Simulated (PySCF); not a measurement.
**From computed data to an observable: chemical shift, span and skew from a shielding tensor**

selenium dioxide (O2Se), SMILES [Se](=O)=O. Atoms are numbered in the order given.

```xyz
3

O      0.0000    -1.3396    -0.5939
Se     0.0000     0.0000     0.2795
O      0.0000     1.3396    -0.5939
```
Charge 0, spin multiplicity 1.

Geometry optimised at PBE0-D3(BJ)/def2-TZVP.

GIAO shieldings from B3LYP/pcSseg-2 in PySCF, non-relativistic, no solvent. The symmetric part of the tensor of Se2 has the principal values -1298.6, -417.7, 326.4 ppm. The same nucleus in Me2Se has σ = 1646.2 ppm at this level (PySCF, at its B3LYP-D3(BJ)/def2-TZVP geometry).

Work out the isotropic shielding, the ⁷⁷Se shift against Me2Se, the span and the skew.


σ(iso) = (σ11 + σ22 + σ33)/3 = -463.3 ppm. δ = σ(ref) − σ(iso) = 1646.2 − (-463.3) = 2109.5 ppm.
Span Ω = σ33 − σ11 = 1625.0 ppm. Skew κ = 3(σ(iso) − σ22)/Ω = -0.08. Tumbling in solution averages the tensor to δ; in a static solid the shielding alone would spread this spin-1/2 line over Ω.
